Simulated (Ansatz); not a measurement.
`[NH2][Ti]([OH])([Cl])[Cl]` + H₂O → `[OH][Ti]([OH])([Cl])[Cl]` + NH₃  (formal hydrolysis of a Ti–N bond)

Computed with Ansatz on PBE0-D4/def2-TZVP structures; ΔE is electronic, products minus reactants. CCSD(T)/CBS adds triple-zeta CCSD(T) − MP2 to the extrapolated MP2 energy (def2 sets, frozen cores). This one scheme is used for every species. DFT in def2-TZVPP. B3LYP here is the variant with VWN-RPA as its local correlation; programs differ in this. For Ti outer-core shells are correlated without core-valence functions, which leaves a few kJ/mol of doubt a bond. Scalar relativity is left out up to krypton. One conformer a species, not always the lowest.

Task: Is it downhill or uphill in electronic energy at CCSD(T)/CBS, and by how much? (Estimate.)

Result: Ansatz gave: Downhill: ΔE = -43.9 kJ/mol.

Task: What do these levels give: LDA (SPW92), B97M-V, CAM-B3LYP-D4, PBE-QIDH, B3LYP, RPA@PBE/def2-TZVPP, CCSD/def2-SVP, HF/def2-TZVPP, MP2/def2-TZVPP, SCS-MP2/def2-TZVPP, HF/CBS(def2), CCSD/CBS(def2)? (Best estimate.)

Result: Ansatz gave: LDA (SPW92) -51.5, B97M-V -57.4, CAM-B3LYP-D4 -53.4, PBE-QIDH -49.0, B3LYP -54.6, RPA@PBE/def2-TZVPP -48.4, CCSD/def2-SVP -56.8, HF/def2-TZVPP -56.3, MP2/def2-TZVPP -46.4, SCS-MP2/def2-TZVPP -48.3, HF/CBS(def2) -56.0, CCSD/CBS(def2) -44.9 kJ/mol.

Task: What do rigid-rotor, harmonic-oscillator terms from PBE0-D4/def2-TZVP frequencies (298.15 K, 1 bar) make of the CCSD(T)/CBS value? (An estimate is asked.)

Result: The calculation gave: ΔZPE = +2.3 kJ/mol, ΔH = -42.1 kJ/mol, ΔS = -2 J/(mol·K), ΔG = -41.5 kJ/mol.

Largest T1 diagnostic among the species: 0.024, so the coupled-cluster value is less sure than usual.

At CCSD(T), def2-SVP lies −12.9 kJ/mol from the extrapolated value and def2-TZVPP −4.1 kJ/mol. From BLYP to BHLYP (50 % exact exchange), in def2-TZVPP and without D4, ΔE moves by +3.2 kJ/mol.
